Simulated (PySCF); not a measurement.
B(F)(NMe2)(SiH3) (C₂H₉BFNSi), SMILES CN(C)B(F)[SiH3].

The structure is a stationary point at ωB97X-D3(BJ)/def2-SVP. Other conformers were not sampled.

Computed with ωB97X-D3(BJ)/def2-SVP run with PySCF 2.14.0.

Frequencies are harmonic and unscaled.

| mode | ν (cm⁻¹) | IR (km/mol) | moving atoms (share of kinetic energy) |
|---|---|---|---|
| 1 | 94 | 0.2 | H 81 %, F 11 % |
| 2 | 108 | 0.0 | H 47 %, C 33 % |
| 3 | 156 | 0.1 | H 76 %, N 13 % |
| 4 | 168 | 0.1 | Si 26 %, C 26 %, H 25 %, F 13 % |
| 5 | 183 | 0.0 | H 96 % |
| 6 | 276 | 0.8 | H 46 %, N 30 %, B 11 % |
| 7 | 293 | 8.8 | F 53 %, C 23 %, H 14 % |
| 8 | 364 | 1.9 | Si 42 %, C 25 %, H 20 % |
| 9 | 410 | 0.8 | C 36 %, H 31 %, N 11 %, F 10 % |
| 10 | 417 | 32.9 | H 50 %, B 25 %, N 18 % |
| 11 | 572 | 18.7 | H 62 %, C 14 %, Si 11 % |
| 12 | 600 | 34.4 | F 33 %, H 30 %, C 15 %, B 8 % |
| 13 | 661 | 4.6 | B 47 %, H 40 %, Si 8 % |
| 14 | 909 | 227.2 | H 82 % |
| 15 | 948 | 50.4 | H 37 %, C 32 %, B 18 %, N 8 % |
| 16 | 961 | 40.1 | H 98 % |
| 17 | 963 | 24.9 | H 89 % |
| 18 | 1090 | 7.7 | H 74 %, C 23 % |
| 19 | 1119 | 0.2 | H 80 %, C 20 % |
| 20 | 1147 | 51.3 | H 48 %, B 29 %, C 19 % |
| 21 | 1182 | 2.5 | H 68 %, C 20 %, N 12 % |
| 22 | 1245 | 67.6 | B 44 %, F 19 %, N 14 %, C 12 %, H 11 % |
| 23 | 1304 | 137.1 | N 51 %, B 18 %, C 16 %, H 12 % |
| 24 | 1443 | 6.5 | H 82 %, C 17 % |
| 25 | 1464 | 2.0 | H 97 % |
| 26 | 1465 | 58.0 | H 67 %, C 19 %, N 9 % |
| 27 | 1479 | 8.2 | H 86 % |
| 28 | 1483 | 15.3 | H 97 % |
| 29 | 1489 | 19.3 | H 94 % |
| 30 | 1576 | 193.3 | N 40 %, H 34 %, B 24 % |
| 31 | 2222 | 126.3 | H 96 % |
| 32 | 2227 | 74.1 | H 98 % |
| 33 | 2251 | 122.4 | H 97 % |
| 34 | 3040 | 28.9 | H 97 % |
| 35 | 3045 | 73.7 | H 97 % |
| 36 | 3112 | 52.0 | H 90 %, C 10 % |
| 37 | 3117 | 2.6 | H 90 %, C 10 % |
| 38 | 3179 | 18.1 | H 91 %, C 9 % |
| 39 | 3204 | 3.3 | H 91 %, C 9 % |
